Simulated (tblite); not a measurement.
Parent: `[Cl:1][SiH2:2][C:3]1=[C:4]([Cl:5])[CH2:6][CH2:7]1` with Cl1–Si2–C3–C4 180°, C4H6Cl2Si.

Computed geometry: GFN2-xTB, gas phase. One conformer each, not checked by frequencies here.

```json
{"coordinate of the parent": "Cl1–Si2", "value": "2.020 Å"}
{"coordinate of the parent": "Si2–C3", "value": "1.869 Å"}
{"coordinate of the parent": "C3=C4", "value": "1.340 Å"}
{"coordinate of the parent": "C4–Cl5", "value": "1.703 Å"}
{"coordinate of the parent": "C4–C6", "value": "1.497 Å"}
{"coordinate of the parent": "C6–C7", "value": "1.548 Å"}
{"coordinate of the parent": "C3–C7", "value": "1.522 Å"}
{"coordinate of the parent": "Cl1–Si2–C3", "value": "106.3°"}
{"coordinate of the parent": "Si2–C3–C4", "value": "135.3°"}
{"coordinate of the parent": "Si2–C3–C7", "value": "133.2°"}
{"coordinate of the parent": "C4–C3–C7", "value": "91.5°"}
{"coordinate of the parent": "C3–C4–Cl5", "value": "133.3°"}
{"coordinate of the parent": "C3–C4–C6", "value": "96.4°"}
{"coordinate of the parent": "Cl5–C4–C6", "value": "130.3°"}
{"coordinate of the parent": "C4–C6–C7", "value": "84.8°"}
{"coordinate of the parent": "C3–C7–C6", "value": "87.2°"}
```

Q: How does the shared frame change in `[N:1]#[C:2][CH2:3][Si@@H:4]([Cl:5])[C:6]1=[C:7]([Cl:8])[CH2:9][CH2:10]1` with C2–C3–Si4–Cl5 -175°, C3–Si4–C6–C7 -16°, C6H7Cl2NSi? Atoms pair as Cl1 = Cl5, Si2 = Si4, C3 = C6, C4 = C7, Cl5 = Cl8, C6 = C9, C7 = C10 (parent first).

A: 
```json
{"parent": "Cl1–Si2", "relative": "Cl5–Si4", "value in the relative": "2.025 Å", "change": "+0.005"}
{"parent": "Si2–C3", "relative": "Si4–C6", "value in the relative": "1.867 Å", "change": "-0.002"}
{"parent": "C3=C4", "relative": "C6=C7", "value in the relative": "1.343 Å", "change": "+0.003"}
{"parent": "C4–Cl5", "relative": "C7–Cl8", "value in the relative": "1.699 Å", "change": "-0.004"}
{"parent": "C4–C6", "relative": "C7–C9", "value in the relative": "1.497 Å", "change": "0.000"}
{"parent": "C6–C7", "relative": "C9–C10", "value in the relative": "1.548 Å", "change": "0.000"}
{"parent": "C3–C7", "relative": "C6–C10", "value in the relative": "1.520 Å", "change": "-0.002"}
{"parent": "Cl1–Si2–C3", "relative": "Cl5–Si4–C6", "value in the relative": "111.1°", "change": "+4.8"}
{"parent": "Si2–C3–C4", "relative": "Si4–C6–C7", "value in the relative": "135.5°", "change": "+0.2"}
{"parent": "Si2–C3–C7", "relative": "Si4–C6–C10", "value in the relative": "132.8°", "change": "-0.4"}
{"parent": "C4–C3–C7", "relative": "C7–C6–C10", "value in the relative": "91.7°", "change": "+0.2"}
{"parent": "C3–C4–Cl5", "relative": "C6–C7–Cl8", "value in the relative": "133.9°", "change": "+0.6"}
{"parent": "C3–C4–C6", "relative": "C6–C7–C9", "value in the relative": "96.2°", "change": "-0.2"}
{"parent": "Cl5–C4–C6", "relative": "Cl8–C7–C9", "value in the relative": "129.9°", "change": "-0.4"}
{"parent": "C4–C6–C7", "relative": "C7–C9–C10", "value in the relative": "85.0°", "change": "+0.2"}
{"parent": "C3–C7–C6", "relative": "C6–C10–C9", "value in the relative": "87.2°", "change": "0.0"}
```

Of the parent's bonds, Cl1–Si2 and C4–Cl5 change most and about equally (-0.004 to +0.005 Å). Bonds of the relative outside the shared frame: N1≡C2 1.144, C2–C3 1.429, C3–Si4 1.920 Å. Point group Cs → C1.
